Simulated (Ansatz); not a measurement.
CH7BSSi, SMILES `CB([SiH3])S`, relaxed with RKS PBE-D4/def2-SVP in Ansatz 0.2.0 from a rough embedded geometry. The force threshold is 0.03 eV/Å; the program also tests the step.

The species carries charge 0 and has multiplicity 1.

Start:

```xyz
11

C     0.294   -0.840   -1.235
B     0.347   -0.252    0.203
Si   -1.129    0.793    0.830
S     1.813   -0.450    1.268
H     0.224   -0.101   -2.016
H    -0.569   -1.603   -1.330
H     1.224   -1.457   -1.445
H    -0.886    1.331    2.142
H    -2.412   -0.017    0.843
H    -1.364    1.959   -0.079
H     2.458    0.637    0.820
```

Task: How much energy does the relaxation release, and in how many steps? (Best estimate.)

Result: Computed: 120.46 kJ/mol, in 14 steps.

Task: Which bonds change most? (Estimate.)

Result: Computed: B2–Si3 from 1.914 to 2.032 Å; Si3–H8 from 1.439 to 1.508 Å; C1–H6 from 1.155 to 1.113 Å; C1–H5 from 1.078 to 1.112 Å.

Task: Give the relaxed structure. (Best estimate.)

Result: Computed: 
```xyz
11

C     0.432   -0.761   -1.216
B     0.398   -0.033    0.178
Si   -1.290    0.864    0.867
S     1.799    0.072    1.287
H     0.049   -0.093   -2.019
H    -0.276   -1.620   -1.195
H     1.427   -1.144   -1.521
H    -1.148    1.428    2.259
H    -2.443   -0.114    0.874
H    -1.683    1.998   -0.053
H     2.735   -0.596    0.540
```
